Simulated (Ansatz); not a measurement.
A short molecular-dynamics run on Al12P11F3.

```yaml
crystal:
  periodic: [false, false, false]
  atoms:
    - {symbol: Al, position_ang: [-1.625857, -3.450625, -0.940527]}
    - {symbol: P, position_ang: [-3.383045, -4.337162, -1.911083]}
    - {symbol: Al, position_ang: [-4.307547, -2.362011, -1.751657]}
    - {symbol: P, position_ang: [-5.499259, -0.532457, -1.829067]}
    - {symbol: Al, position_ang: [-3.784212, 0.469292, -0.891312]}
    - {symbol: P, position_ang: [0.693656, -3.943602, -1.136413]}
    - {symbol: Al, position_ang: [0.372536, -3.246359, 0.993140]}
    - {symbol: Al, position_ang: [0.981079, -1.645731, -1.258025]}
    - {symbol: P, position_ang: [-1.207263, -0.641666, -0.809800]}
    - {symbol: P, position_ang: [1.059291, -1.653099, 2.466007]}
    - {symbol: Al, position_ang: [-0.499882, -0.258772, 1.450842]}
    - {symbol: Al, position_ang: [-0.877886, 1.745980, -1.213593]}
    - {symbol: P, position_ang: [-2.983651, 2.707218, -1.081622]}
    - {symbol: P, position_ang: [-0.837602, 1.784200, 2.512302]}
    - {symbol: Al, position_ang: [-2.557033, 2.060080, 1.043119]}
    - {symbol: P, position_ang: [3.027736, -0.677613, -1.175875]}
    - {symbol: Al, position_ang: [2.556188, -0.432580, 1.050947]}
    - {symbol: Al, position_ang: [3.046537, 1.744416, -0.932184]}
    - {symbol: P, position_ang: [1.000059, 3.008697, -1.136338]}
    - {symbol: P, position_ang: [2.981901, 1.672389, 1.905975]}
    - {symbol: Al, position_ang: [0.968523, 2.437357, 1.081169]}
    - {symbol: P, position_ang: [4.992961, 2.782491, -1.370859]}
    - {symbol: Al, position_ang: [4.961683, 2.614265, 0.813869]}
    - {symbol: F, position_ang: [-1.429940, -3.416994, 0.998713]}
    - {symbol: F, position_ang: [-3.656706, 0.622219, 1.049594]}
    - {symbol: F, position_ang: [6.007723, 2.950056, 2.072688]}
basis:
  gaussian: {orbitals: "6-31G*", fitting: {mean_field: def2-universal-jkfit}}
hamiltonian: {xc: {name: BLYP}}
md: {timestep: 1 fs, n_steps: 25, ensemble: nvt_langevin, temperature: 500, initial_velocities: maxwell_boltzmann, friction: 0.01, seed: 549}
scf: {omitted_lower_state_checks: [starts]}
```

```sh
$ ansatz run in.yaml --threads 2 --pin off --events-out ev --progress --plain --max-ram 32768MiB --backend cuda --devices 0, --max-vram 18GiB
```

```
step  time (fs)  potential energy (eV)  kinetic (eV)  T (K)
   0        0.0           -189501.1515        1.6158    481
   1        1.0           -189501.1391        1.5943    474
   2        2.0           -189501.1176        1.5075    449
   3        3.0           -189501.0876        1.5349    457
   4        4.0           -189501.0492        1.5571    463
   5        5.0           -189501.0050        1.5024    447
   6        6.0           -189500.9579        1.4119    420
   7        7.0           -189500.9085        1.4542    433
   8        8.0           -189500.8585        1.3562    404
   9        9.0           -189500.8117        1.3000    387
  10       10.0           -189500.7672        1.3085    389
  11       11.0           -189500.7241        1.2261    365
  12       12.0           -189500.6890        1.2571    374
  13       13.0           -189500.6643        1.2281    365
  14       14.0           -189500.6475        1.1678    347
  15       15.0           -189500.6381        1.1145    332
  16       16.0           -189500.6317        1.0188    303
  17       17.0           -189500.6268        1.0483    312
  18       18.0           -189500.6268        1.1151    332
  19       19.0           -189500.6292        1.1296    336
  20       20.0           -189500.6321        1.1641    346
  21       21.0           -189500.6363        1.2455    371
  22       22.0           -189500.6417        1.2363    368
  23       23.0           -189500.6489        1.1888    354
  24       24.0           -189500.6565        1.2173    362
  25       25.0           -189500.6616        1.2501    372
```

Velocities are drawn at the set temperature; a run this short doesn't reach equilibrium. Under Langevin dynamics the printed temperature counts 3N degrees of freedom, so it starts below the set value.

The 6-31G sets use Cartesian d functions. The restricted singlet is unstable towards broken spin symmetry at other levels; at RKS BLYP/6-31G* this wasn't settled.

Frames (Å, forces in eV/Å):

```xyz
26
time=0.0 fs
Al   -1.626   -3.451   -0.941    0.103   -0.050   -0.093
P    -3.383   -4.337   -1.911   -0.180   -0.516   -0.217
Al   -4.308   -2.362   -1.752   -0.123   -0.072   -0.003
P    -5.499   -0.532   -1.829   -0.541    0.129   -0.196
Al   -3.784    0.469   -0.891    0.017    0.117   -0.103
P     0.694   -3.944   -1.136    0.222   -0.409   -0.300
Al    0.373   -3.246    0.993    0.232   -0.223    0.241
Al    0.981   -1.646   -1.258   -0.090    0.025   -0.277
P    -1.207   -0.642   -0.810   -0.004   -0.008   -0.171
P     1.059   -1.653    2.466    0.138   -0.098    0.469
Al   -0.500   -0.259    1.451   -0.134   -0.065    0.043
Al   -0.878    1.746   -1.214   -0.011   -0.073   -0.245
P    -2.984    2.707   -1.082   -0.232    0.402   -0.315
P    -0.838    1.784    2.512   -0.001    0.154    0.482
Al   -2.557    2.060    1.043   -0.060    0.313    0.246
P     3.028   -0.678   -1.176    0.391   -0.080   -0.281
Al    2.556   -0.433    1.051    0.122   -0.126    0.191
Al    3.047    1.744   -0.932   -0.226   -0.089   -0.236
P     1.000    3.009   -1.136    0.119    0.363   -0.287
P     2.982    1.672    1.906    0.211    0.116    0.320
Al    0.969    2.437    1.081   -0.071    0.165    0.200
P     4.993    2.782   -1.371    0.384    0.213   -0.451
Al    4.962    2.614    0.814    0.041    0.022    0.255
F    -1.430   -3.417    0.999   -0.309   -0.079    0.263
F    -3.657    0.622    1.050   -0.238   -0.221    0.268
F     6.008    2.950    2.073    0.241    0.091    0.196
26
time=3.0 fs
Al   -1.624   -3.455   -0.966    0.039   -0.047   -0.039
P    -3.394   -4.350   -1.920   -0.155   -0.393   -0.169
Al   -4.310   -2.366   -1.731   -0.142   -0.093   -0.037
P    -5.505   -0.531   -1.827   -0.644   -0.032   -0.254
Al   -3.801    0.469   -0.903    0.272    0.328    0.039
P     0.694   -3.935   -1.131    0.301   -0.486   -0.544
Al    0.357   -3.241    0.974    0.359   -0.061    0.589
Al    0.994   -1.635   -1.264   -0.399   -0.127   -0.254
P    -1.216   -0.651   -0.808    0.024   -0.030   -0.277
P     1.050   -1.650    2.470    0.140   -0.220    0.343
Al   -0.508   -0.278    1.437   -0.119    0.106    0.182
Al   -0.856    1.737   -1.188   -0.159   -0.074   -0.345
P    -2.973    2.708   -1.069   -0.232    0.448   -0.680
P    -0.832    1.788    2.497   -0.159    0.024    0.481
Al   -2.555    2.059    1.022    0.168    0.459    0.626
P     3.015   -0.679   -1.165    0.687    0.077   -0.410
Al    2.554   -0.431    1.050    0.061   -0.112    0.347
Al    3.045    1.757   -0.930   -0.186   -0.197   -0.185
P     1.012    3.003   -1.156    0.059    0.380   -0.027
P     2.989    1.671    1.908    0.117    0.164    0.280
Al    0.956    2.439    1.097    0.197    0.225   -0.092
P     4.996    2.783   -1.363    0.427    0.242   -0.476
Al    4.962    2.627    0.823    0.251    0.030    0.508
F    -1.433   -3.405    0.995   -0.431   -0.123    0.191
F    -3.635    0.641    1.054   -0.487   -0.528    0.271
F     6.035    2.928    2.085    0.012    0.039   -0.067
26
time=6.0 fs
Al   -1.622   -3.454   -0.992   -0.051   -0.057   -0.012
P    -3.406   -4.362   -1.926   -0.109   -0.258   -0.114
Al   -4.314   -2.369   -1.715   -0.135   -0.145   -0.066
P    -5.512   -0.532   -1.824   -0.729   -0.128   -0.294
Al   -3.815    0.472   -0.916    0.464    0.470    0.161
P     0.694   -3.926   -1.130    0.373   -0.561   -0.754
Al    0.342   -3.235    0.956    0.459    0.072    0.889
Al    1.009   -1.626   -1.273   -0.743   -0.285   -0.232
P    -1.229   -0.664   -0.807    0.078   -0.004   -0.370
P     1.038   -1.648    2.475    0.188   -0.316    0.223
Al   -0.516   -0.299    1.426   -0.128    0.277    0.284
Al   -0.834    1.729   -1.162   -0.350   -0.105   -0.435
P    -2.965    2.712   -1.057   -0.209    0.503   -1.081
P    -0.825    1.790    2.483   -0.344   -0.090    0.464
Al   -2.556    2.062    1.000    0.407    0.561    1.074
P     3.006   -0.682   -1.158    0.995    0.274   -0.507
Al    2.551   -0.428    1.048   -0.012   -0.112    0.501
Al    3.044    1.772   -0.932   -0.137   -0.321   -0.129
P     1.022    2.999   -1.175    0.020    0.418    0.181
P     2.996    1.670    1.911    0.034    0.200    0.241
Al    0.946    2.441    1.112    0.456    0.272   -0.344
P     4.998    2.783   -1.358    0.474    0.269   -0.423
Al    4.964    2.637    0.834    0.410    0.019    0.623
F    -1.438   -3.392    0.990   -0.529   -0.168    0.134
F    -3.618    0.659    1.061   -0.706   -0.798    0.263
F     6.061    2.906    2.097   -0.173    0.012   -0.276
26
time=9.0 fs
Al   -1.619   -3.454   -1.016   -0.139   -0.056    0.024
P    -3.413   -4.376   -1.931   -0.101   -0.102   -0.069
Al   -4.320   -2.374   -1.703   -0.082   -0.251   -0.088
P    -5.519   -0.535   -1.824   -0.804   -0.171   -0.322
Al   -3.831    0.480   -0.929    0.633    0.584    0.270
P     0.694   -3.920   -1.132    0.413   -0.556   -0.801
Al    0.326   -3.223    0.946    0.482    0.100    0.977
Al    1.023   -1.614   -1.286   -1.075   -0.478   -0.198
P    -1.243   -0.677   -0.805    0.140    0.059   -0.467
P     1.024   -1.645    2.479    0.277   -0.360    0.170
Al   -0.523   -0.319    1.414   -0.159    0.463    0.377
Al   -0.814    1.725   -1.135   -0.498   -0.168   -0.513
P    -2.956    2.722   -1.049   -0.224    0.517   -1.392
P    -0.822    1.793    2.474   -0.482   -0.193    0.420
Al   -2.557    2.066    0.983    0.567    0.593    1.451
P     3.001   -0.687   -1.149    1.271    0.458   -0.600
Al    2.553   -0.427    1.047   -0.093   -0.100    0.649
Al    3.036    1.785   -0.935    0.012   -0.425   -0.080
P     1.033    2.998   -1.194   -0.059    0.470    0.336
P     3.004    1.669    1.915   -0.057    0.233    0.195
Al    0.937    2.446    1.125    0.684    0.294   -0.512
P     5.001    2.783   -1.359    0.460    0.263   -0.279
Al    4.966    2.648    0.846    0.575   -0.001    0.660
F    -1.449   -3.372    0.990   -0.522   -0.213    0.058
F    -3.604    0.671    1.072   -0.855   -0.957    0.216
F     6.087    2.886    2.110   -0.364   -0.005   -0.483
26
time=12.0 fs
Al   -1.618   -3.459   -1.037   -0.141   -0.037    0.068
P    -3.418   -4.390   -1.936   -0.142    0.011   -0.052
Al   -4.328   -2.381   -1.691   -0.053   -0.296   -0.108
P    -5.528   -0.538   -1.822   -0.815   -0.224   -0.327
Al   -3.845    0.491   -0.941    0.746    0.644    0.353
P     0.696   -3.915   -1.138    0.370   -0.514   -0.677
Al    0.307   -3.210    0.944    0.467    0.042    0.854
Al    1.030   -1.606   -1.302   -1.296   -0.602   -0.160
P    -1.257   -0.688   -0.804    0.196    0.116   -0.524
P     1.009   -1.640    2.479    0.405   -0.441    0.247
Al   -0.529   -0.339    1.408   -0.267    0.701    0.383
Al   -0.796    1.720   -1.110   -0.581   -0.195   -0.581
P    -2.946    2.735   -1.045   -0.232    0.487   -1.579
P    -0.820    1.795    2.470   -0.561   -0.269    0.351
Al   -2.557    2.071    0.971    0.623    0.542    1.729
P     2.998   -0.691   -1.143    1.443    0.582   -0.616
Al    2.553   -0.430    1.052   -0.129   -0.046    0.683
Al    3.024    1.792   -0.936    0.261   -0.513   -0.039
P     1.047    2.996   -1.212   -0.234    0.528    0.438
P     3.009    1.670    1.920   -0.121    0.232    0.152
Al    0.931    2.453    1.133    0.837    0.295   -0.605
P     5.005    2.782   -1.360    0.387    0.228   -0.129
Al    4.967    2.655    0.859    0.697   -0.034    0.647
F    -1.467   -3.353    0.993   -0.440   -0.252   -0.015
F    -3.594    0.678    1.086   -0.910   -0.979    0.136
F     6.110    2.865    2.119   -0.511   -0.007   -0.630
26
time=15.0 fs
Al   -1.621   -3.463   -1.055   -0.152   -0.056    0.075
P    -3.426   -4.408   -1.940   -0.155    0.168   -0.011
Al   -4.337   -2.388   -1.677   -0.015   -0.372   -0.134
P    -5.540   -0.543   -1.819   -0.720   -0.195   -0.280
Al   -3.854    0.505   -0.952    0.709    0.596    0.377
P     0.699   -3.912   -1.146    0.278   -0.448   -0.489
Al    0.288   -3.195    0.945    0.437   -0.063    0.660
Al    1.032   -1.601   -1.318   -1.336   -0.629   -0.131
P    -1.272   -0.697   -0.807    0.268    0.164   -0.511
P     0.998   -1.637    2.480    0.499   -0.500    0.345
Al   -0.535   -0.355    1.406   -0.380    0.896    0.324
Al   -0.781    1.712   -1.093   -0.626   -0.176   -0.632
P    -2.938    2.751   -1.048   -0.203    0.392   -1.579
P    -0.819    1.797    2.467   -0.584   -0.310    0.293
Al   -2.554    2.077    0.963    0.506    0.372    1.837
P     3.001   -0.690   -1.136    1.433    0.594   -0.598
Al    2.554   -0.435    1.061   -0.129    0.031    0.647
Al    3.015    1.796   -0.944    0.486   -0.570    0.019
P     1.060    2.996   -1.227   -0.422    0.563    0.491
P     3.011    1.672    1.929   -0.175    0.232    0.110
Al    0.927    2.462    1.136    0.953    0.267   -0.627
P     5.010    2.782   -1.362    0.316    0.196    0.054
Al    4.971    2.661    0.875    0.724   -0.092    0.506
F    -1.488   -3.338    0.997   -0.320   -0.275   -0.077
F    -3.591    0.677    1.101   -0.807   -0.793    0.012
F     6.136    2.842    2.124   -0.585    0.007   -0.679
26
time=18.0 fs
Al   -1.623   -3.468   -1.072   -0.216   -0.100    0.068
P    -3.436   -4.429   -1.941   -0.162    0.389    0.048
Al   -4.348   -2.393   -1.661    0.067   -0.552   -0.169
P    -5.552   -0.551   -1.817   -0.632   -0.105   -0.227
Al   -3.860    0.518   -0.962    0.635    0.532    0.400
P     0.699   -3.915   -1.157    0.208   -0.324   -0.258
Al    0.269   -3.184    0.950    0.362   -0.190    0.393
Al    1.029   -1.597   -1.336   -1.236   -0.627   -0.089
P    -1.286   -0.706   -0.812    0.339    0.214   -0.473
P     0.985   -1.637    2.482    0.588   -0.500    0.431
Al   -0.542   -0.364    1.407   -0.478    1.027    0.251
Al   -0.769    1.703   -1.083   -0.684   -0.152   -0.660
P    -2.935    2.765   -1.054   -0.155    0.278   -1.514
P    -0.822    1.802    2.464   -0.537   -0.337    0.275
Al   -2.549    2.085    0.957    0.279    0.149    1.843
P     3.010   -0.686   -1.132    1.271    0.520   -0.552
Al    2.554   -0.438    1.072   -0.128    0.075    0.584
Al    3.007    1.795   -0.951    0.685   -0.558    0.056
P     1.067    2.998   -1.239   -0.519    0.577    0.530
P     3.012    1.673    1.940   -0.212    0.250    0.064
Al    0.925    2.474    1.138    1.025    0.224   -0.629
P     5.018    2.784   -1.363    0.210    0.148    0.226
Al    4.977    2.664    0.892    0.620   -0.158    0.262
F    -1.512   -3.325    1.001   -0.157   -0.286   -0.131
F    -3.590    0.671    1.116   -0.636   -0.525   -0.129
F     6.158    2.824    2.123   -0.539    0.033   -0.600
26
time=21.0 fs
Al   -1.627   -3.477   -1.085   -0.244   -0.136    0.066
P    -3.446   -4.448   -1.941   -0.165    0.549    0.092
Al   -4.356   -2.398   -1.643    0.091   -0.634   -0.203
P    -5.565   -0.557   -1.813   -0.499   -0.052   -0.164
Al   -3.864    0.532   -0.974    0.533    0.436    0.395
P     0.698   -3.915   -1.169    0.128   -0.220   -0.017
Al    0.249   -3.173    0.957    0.279   -0.315    0.105
Al    1.022   -1.594   -1.356   -1.029   -0.560   -0.037
P    -1.301   -0.715   -0.818    0.407    0.273   -0.408
P     0.973   -1.636    2.484    0.635   -0.466    0.492
Al   -0.554   -0.368    1.410   -0.525    1.079    0.171
Al   -0.758    1.691   -1.076   -0.758   -0.113   -0.659
P    -2.933    2.777   -1.062   -0.074    0.149   -1.342
P    -0.824    1.806    2.462   -0.494   -0.329    0.262
Al   -2.550    2.094    0.958    0.094   -0.003    1.708
P     3.022   -0.679   -1.135    0.989    0.398   -0.438
Al    2.553   -0.439    1.082   -0.108    0.094    0.436
Al    2.999    1.795   -0.962    0.876   -0.558    0.101
P     1.072    2.999   -1.249   -0.625    0.601    0.551
P     3.014    1.673    1.952   -0.233    0.294    0.025
Al    0.925    2.488    1.140    1.073    0.165   -0.611
P     5.025    2.788   -1.361    0.120    0.112    0.361
Al    4.988    2.668    0.909    0.358   -0.255   -0.093
F    -1.537   -3.318    1.004    0.019   -0.289   -0.174
F    -3.589    0.666    1.132   -0.494   -0.295   -0.240
F     6.177    2.804    2.116   -0.353    0.075   -0.377
26
time=25.0 fs
Al   -1.633   -3.492   -1.104   -0.278   -0.167    0.113
P    -3.464   -4.471   -1.936   -0.172    0.699    0.121
Al   -4.366   -2.405   -1.623    0.083   -0.677   -0.241
P    -5.587   -0.565   -1.813   -0.178    0.079   -0.017
Al   -3.864    0.553   -0.985    0.260    0.209    0.280
P     0.693   -3.916   -1.185    0.084   -0.103    0.228
Al    0.228   -3.161    0.969    0.054   -0.476   -0.270
Al    1.011   -1.590   -1.387   -0.742   -0.477    0.050
P    -1.321   -0.727   -0.831    0.504    0.354   -0.282
P     0.953   -1.642    2.494    0.689   -0.332    0.530
Al   -0.573   -0.367    1.419   -0.545    1.037    0.037
Al   -0.747    1.672   -1.073   -0.812   -0.041   -0.633
P    -2.924    2.794   -1.077    0.003   -0.045   -0.998
P    -0.831    1.808    2.459   -0.299   -0.263    0.250
Al   -2.551    2.104    0.966   -0.130   -0.092    1.365
P     3.042   -0.669   -1.143    0.585    0.235   -0.271
Al    2.551   -0.443    1.096   -0.091    0.109    0.246
Al    2.991    1.796   -0.979    1.004   -0.555    0.160
P     1.074    3.006   -1.258   -0.699    0.579    0.567
P     3.020    1.673    1.965   -0.267    0.328   -0.010
Al    0.935    2.506    1.138    1.008    0.059   -0.516
P     5.031    2.792   -1.355    0.082    0.108    0.402
Al    5.003    2.675    0.924   -0.013   -0.377   -0.462
F    -1.572   -3.318    1.002    0.306   -0.268   -0.221
F    -3.584    0.658    1.149   -0.363   -0.049   -0.357
F     6.201    2.775    2.102   -0.071    0.125   -0.070
```

Run time 3.4 min (2 threads of AMD EPYC 7R13 on a shared host and a share (18 GiB) of an NVIDIA H100 80GB HBM3), peak host memory 1.1 GiB.
